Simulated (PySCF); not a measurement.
Si(H)(NCO)(OH)2 (CH3NO3Si), SMILES O[SiH](N=C=O)O. Atoms are numbered in the order given.

```xyz
9

Si    -0.9054    -0.0596     0.4037
O     -1.6530    -1.1903    -0.5302
O     -1.5636     1.4249     0.0870
N      0.7860     0.0560     0.0545
C      1.9663    -0.0880    -0.1131
O      3.1192    -0.2024    -0.2843
H     -1.0671    -0.5024     1.7979
H     -1.8035    -0.9731    -1.4583
H     -0.9755     2.1879     0.1264
```
Charge 0, spin multiplicity 1.

Geometry optimised at B3LYP-D3(BJ)/def2-SVP. The structure was generated by enumeration, and PubChem lists no compound with its InChIKey, so it may never have been made. Other conformers were not sampled.

Calculation: PySCF with CAM-B3LYP/def2-TZVP.

Atomic charges (e):

```csv
atom,Löwdin,Mulliken
Si1,-0.03,0.63
O2,-0.10,-0.52
O3,-0.11,-0.52
N4,0.06,-0.26
C5,-0.33,0.26
O6,0.18,-0.21
H7,-0.04,-0.05
H8,0.19,0.33
H9,0.18,0.33
```

**Question.** Give the Mayer and Wiberg (Löwdin basis) orders of the bonds. (An estimate is asked for; the answer gives what the named calculation found.)

**Answer.** 
```tsv
bond	Mayer	Wiberg
Si1–O2	1.25	1.70
Si1–O3	1.20	1.67
Si1–N4	0.98	1.25
N4–C5	2.09	2.50
C5–O6	2.12	2.84
Si1–H7	0.96	0.91
O2–H8	0.87	1.01
O3–H9	0.87	1.01
```
